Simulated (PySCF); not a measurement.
## Energy of K (potassium, neutral) between two integer charges

The 4s alpha orbital of [Ar] 4s1 is emptied in steps (occupation f), with all orbitals relaxed, ending at [Ar]. All numbers are calculated (PySCF 2.14, the spin-free X2C one-electron Hamiltonian (Gaussian nucleus), in aug-cc-pVTZ-X2C). The exact energy is a straight line in f; departures are measured from the line between the end points of the same method.

```tsv
f	UHF (eV)	LDA (eV)	PBE (eV)	PBE0 (eV)	LC-wPBE (eV)	BHandHLYP (eV)	wB97X (eV)	TPSS (eV)
1	0.000	0.000	0.000	0.000	0.000	0.000	0.000	0.000
0.9	0.001	-0.167	-0.170	-0.123	0.008	-0.090	0.004	-0.161
0.7	0.002	-0.385	-0.396	-0.287	0.018	-0.210	0.012	-0.376
0.5	0.002	-0.448	-0.470	-0.340	0.020	-0.249	0.018	-0.449
0.3	0.002	-0.360	-0.393	-0.283	0.016	-0.207	0.016	-0.383
0.1	0.001	-0.140	-0.164	-0.117	0.006	-0.087	0.004	-0.167
0	0.000	0.000	0.000	0.000	0.000	0.000	0.000	0.000
```

| method | E(f=0) − E(f=1) (eV) | −ε at f=1 (eV) | −ε at f=0.5 (eV) |
| --- | --- | --- | --- |
| UHF | 4.023 | 4.032 | 4.022 |
| LDA | 4.526 | 2.659 | 4.596 |
| PBE | 4.454 | 2.570 | 4.460 |
| PBE0 | 4.386 | 3.012 | 4.398 |
| LC-wPBE | 4.236 | 4.319 | 4.231 |
| BHandHLYP | 4.343 | 3.340 | 4.351 |
| wB97X | 4.035 | 4.077 | 4.048 |
| TPSS | 4.265 | 2.476 | 4.249 |

Orbital energy along the path (eV):

| f | UHF | LDA | PBE | PBE0 | LC-wPBE | BHandHLYP | wB97X | TPSS |
| --- | --- | --- | --- | --- | --- | --- | --- | --- |
| 1 | -4.032 | -2.659 | -2.570 | -3.012 | -4.319 | -3.340 | -4.077 | -2.476 |
| 0.9 | -4.030 | -3.047 | -2.945 | -3.291 | -4.303 | -3.541 | -4.077 | -2.833 |
| 0.7 | -4.026 | -3.827 | -3.702 | -3.847 | -4.268 | -3.947 | -4.071 | -3.548 |
| 0.5 | -4.022 | -4.596 | -4.460 | -4.398 | -4.231 | -4.351 | -4.048 | -4.249 |
| 0.3 | -4.019 | -5.317 | -5.218 | -4.941 | -4.198 | -4.750 | -3.998 | -4.949 |
| 0.1 | -4.015 | -5.887 | -5.980 | -5.483 | -4.178 | -5.133 | -3.979 | -5.771 |
| 0 | -4.014 | -5.824 | -5.941 | -5.418 | -4.172 | -5.277 | -3.807 | -5.818 |

Reference removal energy between the ground levels: 4.341 eV (measured; NIST Atomic Spectra Database, ionization energies). UHF lacks correlation.
